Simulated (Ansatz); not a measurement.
Input file for Ansatz (a program for electronic structure): R-PBE0/def2-TZVPPD on ClH3 (a complex), monomers drawn apart or pushed together. Files ending in .json are basis or fitting sets from the Basis Set Exchange.

Ansatz 0.2 input:
```yaml
crystal:
  periodic: [false, false, false]
  atoms:
    - {symbol: Cl, position_ang: [-0.11795616, -0.58843122, -0.72128949]}
    - {symbol: H, position_ang: [-0.07378760, -0.40224195, 0.54698815]}
    - {symbol: H, position_ang: [-0.34083450, 0.07723996, 3.14376521]}
    - {symbol: H, position_ang: [0.37767294, -0.11968787, 3.14681109]}
basis:
  gaussian:
    orbitals: def2-TZVPPD.json
hamiltonian:
  xc: {name: PBE0}
scf: {lower_state_search: off}
```

It printed:

```
WARN ansatz: RAYON_NUM_THREADS=2 ignored (pool sized by the plan → 2); use --threads N
Functional definition: PBE0
these checks for a lower state are left out or cut short: stability, starts, cluster_reference, orbital_swaps, neighbouring_geometries, increment
integrals: 0.02 GiB planned
511 factors; their error is unknown
mean field: 0.21 GiB planned
mean field evaluation 1: about -12566.8665 eV, gradient 1.1e1 eV
mean field evaluation 2: about -12567.0193 eV, gradient 8.9e0 eV
mean field evaluation 4: about -12567.1643 eV, gradient 3.6e-1 eV
mean field evaluation 8: about -12567.1965 eV, gradient 1.5e-3 eV
mean field -12567.19653828 eV, -461.8359544301 hartree, gradient 3.1e-6 eV, S^2 0.000000; 0 other end points of the search recorded, 0 dependent functions left out
reference -12567.19657645 eV, -461.8359558329 hartree; 10, 10 occupied and 92, 92 virtual orbitals, 511 factors
Total energy: -12567.19657645 eV, -461.8359558329 hartree
Checks for a lower state left out: stability, starts, cluster_reference, orbital_swaps, neighbouring_geometries, increment
```

Self-consistency was reached.

Cost: roughly 0.4 core-seconds.
